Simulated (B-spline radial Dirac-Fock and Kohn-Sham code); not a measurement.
X-ray form factors of iodine in several charge states

Model: configuration-average Dirac-Fock orbitals. Program: a radial atomic solver.

Configurations: I¹¹⁺ [Kr] 4d6; I¹²⁺ [Kr] 4d5; I¹³⁺ [Kr] 4d4; I¹⁵⁺ [Kr] 4d2; I¹⁶⁺ [Kr] 4d1; I¹⁸⁺ [Ar] 3d10 4s2 4p5. The first column is f₀ of I¹¹⁺, the others are differences from it.

| s (Å⁻¹) | I¹¹⁺ | Δ I¹²⁺ | Δ I¹³⁺ | Δ I¹⁵⁺ | Δ I¹⁶⁺ | Δ I¹⁸⁺ |
| --- | --- | --- | --- | --- | --- | --- |
| 0 | 42.000 | -1.000 | -2.000 | -4.000 | -5.000 | -7.000 |
| 0.05 | 41.785 | -0.981 | -1.964 | -3.932 | -4.917 | -6.891 |
| 0.1 | 41.154 | -0.927 | -1.858 | -3.733 | -4.676 | -6.574 |
| 0.15 | 40.142 | -0.842 | -1.693 | -3.421 | -4.296 | -6.074 |
| 0.2 | 38.807 | -0.734 | -1.483 | -3.021 | -3.808 | -5.428 |
| 0.25 | 37.220 | -0.612 | -1.244 | -2.565 | -3.250 | -4.683 |
| 0.3 | 35.457 | -0.486 | -0.996 | -2.085 | -2.660 | -3.890 |
| 0.35 | 33.597 | -0.364 | -0.755 | -1.613 | -2.077 | -3.096 |
| 0.4 | 31.712 | -0.253 | -0.534 | -1.173 | -1.530 | -2.343 |
| 0.45 | 29.862 | -0.158 | -0.342 | -0.786 | -1.044 | -1.663 |
| 0.5 | 28.096 | -0.081 | -0.185 | -0.462 | -0.635 | -1.077 |
| 0.6 | 24.938 | +0.017 | +0.021 | -0.019 | -0.063 | -0.227 |
| 0.7 | 22.352 | +0.055 | +0.104 | +0.183 | +0.209 | +0.219 |
| 0.8 | 20.299 | +0.053 | +0.108 | +0.215 | +0.266 | +0.357 |
| 0.9 | 18.663 | +0.034 | +0.072 | +0.158 | +0.204 | +0.309 |
| 1 | 17.310 | +0.012 | +0.028 | +0.072 | +0.100 | +0.179 |
| 1.1 | 16.128 | -0.006 | -0.010 | -0.007 | -0.001 | +0.038 |
| 1.2 | 15.041 | -0.018 | -0.035 | -0.064 | -0.075 | -0.077 |
| 1.4 | 13.012 | -0.025 | -0.052 | -0.109 | -0.139 | -0.193 |
| 1.6 | 11.150 | -0.021 | -0.044 | -0.099 | -0.129 | -0.195 |

Values without a named source are computed, but for edge energies of neutral atoms, which are taken from tables.
